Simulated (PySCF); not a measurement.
This PySCF input asks for the NMR shieldings of SMILES CN[SiH2][SiH2]C(F)(F)F, C₂H₈F₃NSi₂; the geometry comes from GFN2-xTB.

```python
import basis_set_exchange as bse
import numpy as np
from pyscf import gto, dft
from pyscf.prop import nmr

atoms = """
C     2.487376   -0.485810   -0.862285
N     1.982526    0.378301    0.179538
Si    0.398750    1.050342    0.206112
Si   -1.025149   -0.773449    0.101428
C    -2.815346   -0.012993    0.137000
F    -3.799513   -0.930923    0.103505
F    -3.037009    0.731763    1.245014
F    -3.041340    0.814105   -0.909840
H     1.684400   -1.133870   -1.208901
H     2.870386    0.074870   -1.721634
H     3.292348   -1.111666   -0.472467
H     2.724921    0.933106    0.577689
H     0.097581    2.023902   -0.866085
H     0.370528    1.764324    1.485834
H    -1.102775   -1.589190   -1.119794
H    -1.095282   -1.723867    1.217289
"""
names = dict.fromkeys(["C", "N", "Si", "F", "H"], "pcSseg-1")
basis = {el: gto.basis.parse(bse.get_basis(n, elements=[el], fmt="nwchem")) for el, n in names.items()}
mol = gto.M(atom=atoms, basis=basis, charge=0, verbose=0)
mf = dft.RKS(mol, xc="PBE0")
mf.grids.level = 2
mf.grids.alignment = dft.numint.BLKSIZE   # the property module wants whole blocks of grid points
mf.conv_tol = 1e-9
mf.kernel()

calc = nmr.RKS(mf)   # GIAO
C = mf.mo_coeff
Co = C[:, mf.mo_occ > 0]
resp = mf.gen_response(singlet=True, hermi=2)
def vind(x):   # induced exchange potential for any number of trial vectors
    d = np.einsum("pi,xij,qj->xpq", C, 2 * x.reshape(-1, C.shape[1], Co.shape[1]), Co, optimize=True)
    return np.einsum("xpq,pi,qj->xij", resp(d - d.transpose(0, 2, 1)), C, Co, optimize=True).ravel()
mo1, _ = nmr.rhf.solve_mo1(calc, with_cphf=vind)
sigma = calc.kernel(mo1)
for i, s in enumerate(sigma):   # ppm
    print("%2d %-2s %9.2f" % (i, mol.atom_pure_symbol(i), np.trace(s) / 3))
```

Problem. Give the expected output.

Solution. 
```
 0 C     151.94
 1 N     261.20
 2 Si    395.56
 3 Si    428.72
 4 C      44.66
 5 F     232.51
 6 F     233.48
 7 F     233.37
 8 H      29.49
 9 H      28.77
10 H      28.72
11 H      32.04
12 H      26.40
13 H      26.54
14 H      27.40
15 H      27.64
```

These numbers come from an equivalent density-fitted implementation of the same equations, which agrees with the script to about 0.01 ppm for H and up to a few tenths of a ppm for heavy atoms, so last digits may differ.

Problem. Turn these shieldings into chemical shifts. References, each an isolated molecule treated in the same way: $^{13}$C (σ = 186.93 ppm), $^{29}$Si (σ = 349.16 ppm), $^{1}$H (σ = 31.72 ppm) vs TMS; $^{15}$N (σ = 267.73 ppm) against NH3; $^{19}$F (σ = 170.95 ppm) vs CFCl3.

Solution. Averaging equivalent atoms: C 4: 142.3; C 0: 35.0; N 1: 6.5; Si 2: -46.4; Si 3: -79.6; F 5/6/7: -62.2; H 12/13: 5.25; H 14/15: 4.20; H 8/9/10: 2.72; H 11: -0.32 ppm. Unscaled 19F shifts against computed CFCl3 carry errors that often reach 10 to 50 ppm. Experimental scales use liquid or dissolved standards, which lie at an offset from isolated NH3 (liquid NH3: subtract about 20 ppm).

Size and cost of the density-fitted run: 190 basis functions, 52 s wall time on 1 thread of an Arm Neoverse N1, shared host; peak memory 0.84 GiB.
